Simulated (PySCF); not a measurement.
propene (C3H6), singlet, at a GFN2-xTB geometry; PBE0/pcseg-1 (PySCF).

PySCF was given this input:
```python
from pyscf import gto, scf, dft

mol = gto.Mole()
mol.atom = '''
    C     1.27989193    0.12352179    0.00919112
    C     0.00825223    0.47486055    0.00924347
    H     1.58086326   -0.91147352   -0.00926160
    H     2.07459801    0.84971927    0.02748105
    H    -0.26659719    1.52209281    0.02807201
    C    -1.13573952   -0.48243353   -0.01537878
    H    -0.78376375   -1.51090673   -0.03343425
    H    -1.76443256   -0.33959044    0.86334919
    H    -1.75509560   -0.30553422   -0.89454124
'''
mol.basis = 'pcseg-1'
mol.verbose = 4
mol.build()

mf = dft.RKS(mol)
mf.xc = 'pbe0'
mf.kernel()
mf.analyze()
```

Output, abridged:

```
PySCF version 2.14.0

[INPUT] verbose = 4
[INPUT] num. atoms = 9
[INPUT] num. electrons = 24
[INPUT] charge = 0
[INPUT] spin (= nelec alpha-beta = 2S) = 0
[INPUT] symmetry False subgroup None
[INPUT] Mole.unit = angstrom
[INPUT] Symbol           X                Y                Z      unit          X                Y                Z       unit  Magmom
[INPUT]  1 C      1.279891930000   0.123521790000   0.009191120000 AA    2.418645216741   0.233422353516   0.017368699578 Bohr   0.0
[INPUT]  2 C      0.008252230000   0.474860550000   0.009243470000 AA    0.015594454617   0.897356386860   0.017467626741 Bohr   0.0
[INPUT]  3 H      1.580863260000  -0.911473520000  -0.009261600000 AA    2.987398601787  -1.722435322593  -0.017501887475 Bohr   0.0
[INPUT]  4 H      2.074598010000   0.849719270000   0.027481050000 AA    3.920422057468   1.605736703065   0.051931658115 Bohr   0.0
[INPUT]  5 H     -0.266597190000   1.522092810000   0.028072010000 AA   -0.503795674679   2.876338547070   0.053048410666 Bohr   0.0
[INPUT]  6 C     -1.135739520000  -0.482433530000  -0.015378780000 AA   -2.146236641645  -0.911667245007  -0.029061682330 Bohr   0.0
[INPUT]  7 H     -0.783763750000  -1.510906730000  -0.033434250000 AA   -1.481098833862  -2.855199919462  -0.063181575680 Bohr   0.0
[INPUT]  8 H     -1.764432560000  -0.339590440000   0.863349190000 AA   -3.334294303665  -0.641732926121   1.631493518965 Bohr   0.0
[INPUT]  9 H     -1.755095600000  -0.305534220000  -0.894541240000 AA   -3.316650006429  -0.577375997483  -1.690437950729 Bohr   0.0

nuclear repulsion = 71.2485741166534
number of shells = 21
number of NR pGTOs = 117
number of NR cGTOs = 72
basis = pcseg-1
ecp = {}

******** <class 'pyscf.dft.rks.RKS'> ********
method = RKS
initial guess = minao
damping factor = 0
level_shift factor = 0
DIIS = <class 'pyscf.scf.diis.CDIIS'>
diis_start_cycle = 1
diis_space = 8
diis_damp = 0
SCF conv_tol = 1e-09
SCF conv_tol_grad = None
SCF max_cycles = 50
direct_scf = True
direct_scf_tol = 1e-13
XC library pyscf.dft.libxc version 7.1.2
    S. Lehtola, C. Steigemann, M. J. T. Oliveira, and M. A. L. Marques,  SoftwareX 7, 1–5 (2018)
XC functionals = pbe0
    C. Adamo and V. Barone,  J. Chem. Phys. 110, 6158 (1999)
    M. Ernzerhof and G. E. Scuseria,  J. Chem. Phys. 110, 5029 (1999)
radial grids:
    Treutler-Ahlrichs [JCP 102, 346 (1995); DOI:10.1063/1.469408] (M4) radial grids

becke partition: Becke, JCP 88, 2547 (1988); DOI:10.1063/1.454033
pruning grids: <function nwchem_prune>
grids dens level: 3
symmetrized grids: False
atomic radii adjust function: <function treutler_atomic_radii_adjust>
small_rho_cutoff = 0
Set gradient conv threshold to 3.16228e-05
Initial guess from minao.
tot grids = 101208
init E= -117.858149900325
  HOMO = -0.311984652901013  LUMO = -0.063019616437908  gap/eV = 6.77468
cycle= 1 E= -117.706081732682  delta_E= 0.152  |g|= 0.287  |ddm|= 2.68
  HOMO = -0.219651227575774  LUMO = 0.0646919867836764  gap/eV = 7.73737
cycle= 2 E= -117.706580413093  delta_E= -0.000499  |g|= 0.29  |ddm|= 0.532
  HOMO = -0.272512456932846  LUMO = 0.0210469510821949  gap/eV = 7.98816
cycle= 3 E= -117.729637312513  delta_E= -0.0231  |g|= 0.0114  |ddm|= 0.268
  HOMO = -0.272386729003273  LUMO = 0.0215043984355328  gap/eV = 7.99718
cycle= 4 E= -117.729643591718  delta_E= -6.28e-06  |g|= 0.0106  |ddm|= 0.0209
  HOMO = -0.272282013607557  LUMO = 0.021696004540487  gap/eV = 7.99955
cycle= 5 E= -117.729671366217  delta_E= -2.78e-05  |g|= 0.00312  |ddm|= 0.0117
  HOMO = -0.272320383378924  LUMO = 0.0215979075590034  gap/eV = 7.99792
cycle= 6 E= -117.729673825341  delta_E= -2.46e-06  |g|= 0.000141  |ddm|= 0.00279
  HOMO = -0.272323295185894  LUMO = 0.0215922611905035  gap/eV = 7.99785
cycle= 7 E= -117.729673830535  delta_E= -5.19e-09  |g|= 3.83e-05  |ddm|= 0.000224
  HOMO = -0.272317632878752  LUMO = 0.0215984184910414  gap/eV = 7.99786
cycle= 8 E= -117.729673830905  delta_E= -3.7e-10  |g|= 1.35e-05  |ddm|= 5.08e-05
  HOMO = -0.272319936944984  LUMO = 0.0215963609753191  gap/eV = 7.99787
Extra cycle  E= -117.729673830885  delta_E= 1.94e-11  |g|= 1.61e-05  |ddm|= 2.81e-05
converged SCF energy = -117.729673830885
**** SCF Summaries ****
Total Energy =                        -117.729673830885261
Nuclear Repulsion Energy =              71.248574116653415
One-electron Energy =                 -297.765478896617537
Two-electron Energy =                  108.787230949078861
Two-electron Coulomb Energy =          127.129707173453951
DFT Exchange-Correlation Energy =      -18.342476224375091
HOMO-LUMO gap [eV] =                     7.997869840278698
**** MO energy ****
MO #1   energy= -10.2242167574586  occ= 2
MO #2   energy= -10.2153840438522  occ= 2
MO #3   energy= -10.2094651508585  occ= 2
MO #4   energy= -0.817293478741959 occ= 2
MO #5   energy= -0.709881697815844 occ= 2
MO #6   energy= -0.573287512243199 occ= 2
MO #7   energy= -0.485129090918452 occ= 2
MO #8   energy= -0.438073186354226 occ= 2
MO #9   energy= -0.42992372751438  occ= 2
MO #10  energy= -0.385702302223738 occ= 2
MO #11  energy= -0.357471248640166 occ= 2
MO #12  energy= -0.272319936944984 occ= 2
MO #13  energy= 0.0215963609753191 occ= 0
MO #14  energy= 0.0691487092741476 occ= 0
MO #15  energy= 0.0923948396493106 occ= 0
MO #16  energy= 0.105461289056703  occ= 0
MO #17  energy= 0.131242883699473  occ= 0
MO #18  energy= 0.142775867997327  occ= 0
MO #19  energy= 0.154953852549804  occ= 0
MO #20  energy= 0.236315173069659  occ= 0
 ** Mulliken pop on meta-lowdin orthogonal AOs  **
 ** Mulliken pop  **
 ** Mulliken atomic charges  **
charge of    0C =     -0.25235
charge of    1C =     -0.07596
charge of    2H =      0.10091
charge of    3H =      0.10750
charge of    4H =      0.09808
charge of    5C =     -0.30434
charge of    6H =      0.10367
charge of    7H =      0.11125
charge of    8H =      0.11125
Dipole moment(X, Y, Z, Debye): -0.40838, -0.04283, -0.00300
```
